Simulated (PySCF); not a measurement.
Start geometry of `NC=C=Cc1ncncn1` from GFN2-xTB (Å):
```
atom  x, y, z in Å
N1    -3.5596    0.3483   -0.2577
C2    -2.6107   -0.3832    0.4471
C3    -1.4612   -0.7917   -0.0079
C4    -0.2846   -1.1806   -0.4328
C5     0.9297   -0.4266   -0.1871
N6     2.0739   -0.9459   -0.6454
C7     3.1552   -0.2374   -0.4025
N8     3.1932    0.9171    0.2452
C9     2.0087    1.3487    0.6539
N10    0.8598    0.7369    0.4703
H11   -4.1264    0.9558    0.3145
H12   -3.1948    0.8130   -1.0769
H13   -2.9291   -0.7044    1.4322
H14   -0.1444   -2.1001   -0.9877
H15    4.0975   -0.6333   -0.7632
H16    1.9852    2.2924    1.1865
```

Question: What comes out of this run: PBE0-D3(BJ)/def2-SVP geometry optimisation, gas phase in PySCF?

Answer: 
```
atom  x, y, z in Å
N1    -3.745    0.523   -0.172
C2    -2.780   -0.198    0.516
C3    -1.595   -0.573    0.088
C4    -0.405   -0.964   -0.322
C5     0.832   -0.213   -0.078
N6     1.966   -0.749   -0.550
C7     3.065   -0.047   -0.312
N8     3.125    1.111    0.338
C9     1.941    1.553    0.761
N10    0.777    0.950    0.588
H11   -4.319    1.115    0.416
H12   -3.406    1.018   -0.989
H13   -3.083   -0.536    1.515
H14   -0.261   -1.897   -0.882
H15    4.011   -0.461   -0.686
H16    1.933    2.507    1.304
```

The energy falls by 0.044 eV over 5 energy and gradient evaluations, the largest force component goes from 0.0146 to 3.2e-04 Eh/bohr, and the atoms move by 0.052 Å rms after alignment. The bond that changes most is C4–C5 (outer carbon of cumulated double bonds to substituted aromatic carbon), which lengthens by 0.018 Å. Bonds longer at the end by more than 0.005 Å: 10 of 16; shorter: 0. Rotational constants go from 4178, 691.2, 611.3 to 4205, 669.9, 594.9 MHz. The orientation of the end geometry is arbitrary; only internal coordinates are fixed.

The run used 170 basis functions and 38 SCF cycles in all. Hardware: Intel Xeon Platinum 8488C, one thread (shared host). Cost: 83 s, 0.79 GiB resident at most.

PBE0-D3(BJ)/def2-SVP frequencies: not computed here. One conformer, not necessarily the lowest.
